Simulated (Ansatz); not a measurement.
Z-matrix (Å, degrees):
```
C
N 1 1.453
H 1 1.093 2 109.8
H 1 1.097 2 114.0 3 -121.8
H 1 1.093 2 109.7 3 117.2
Ge 2 1.801 1 119.9 3 -163.5
H 2 1.011 1 113.0 3 58.9
Cl 6 2.152 2 114.1 1 -64.1
F 6 1.726 2 105.3 1 -178.6
H 6 1.526 2 113.3 1 60.6
```

Total charge 0; spin multiplicity 1.

(1) List the PBE/def2-TZVPP orbital energies in eV (Ansatz 0.2.0). (Estimate.)

Answers

(1) Computed: Occupied: -10805.89, -2738.84, -1339.12, -1192.56, -1192.55, -1192.52, -659.46, -380.89, -269.99, -249.41, -190.11, -189.94, -189.93, -163.84, -115.34, -115.29, -115.21, -31.56, -31.16, -31.10, -31.05, -31.04, -28.41, -22.32, -20.24, -16.88, -14.13, -12.22, -11.14, -10.78, -10.46, -10.16, -9.63, -8.89, -8.75, -7.84, -7.70, -6.12. Lowest empty: -1.00, -0.56, 0.18, 0.89, 1.37, 1.49, 2.42, 2.57.
